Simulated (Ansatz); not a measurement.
Start from `N=C(N)Cl` and change one atom or group to get `N=[C](Cl)[AlH][F]`.

Ansatz, PBE0-D4/def2-TZVP geometries, multiplicity 1. Each molecule was computed in one conformer, which needn't be the lowest.

```tsv
property	`N=C(N)Cl`
HOMO energy (B3LYP/def2-TZVPP) / eV	-7.35
HOMO–LUMO gap (ωB97M-V/def2-TZVPP) / eV	12.22
LUMO energy (PBE/def2-TZVPP) / eV	-0.54
HOMO–LUMO gap (B3LYP/def2-TZVPP) / eV	7.58
HOMO–LUMO gap (PBE0/def2-TZVPP) / eV	8.10
HOMO energy (ωB97M-V/def2-TZVPP) / eV	-9.85
```

What does the change do to each property? (Estimate.)

Ansatz gave: 
| property | `N=[C](Cl)[AlH][F]` | shift |
| --- | --- | --- |
| HOMO energy (B3LYP/def2-TZVPP) / eV | -7.93 | -0.58 |
| HOMO–LUMO gap (ωB97M-V/def2-TZVPP) / eV | 10.13 | -2.09 |
| LUMO energy (PBE/def2-TZVPP) / eV | -2.96 | -2.42 |
| HOMO–LUMO gap (B3LYP/def2-TZVPP) / eV | 5.62 | -1.96 |
| HOMO–LUMO gap (PBE0/def2-TZVPP) / eV | 6.07 | -2.03 |
| HOMO energy (ωB97M-V/def2-TZVPP) / eV | -10.34 | -0.49 |

With PBE0 the HOMO falls by 0.58 eV and the LUMO falls by 2.61 eV, so the gap narrows by about 2.03 eV. PBE moves the HOMO by -0.53 eV and ωB97M-V by -0.49 eV.

B3LYP here is the variant with VWN-RPA as its local correlation; programs differ in this.
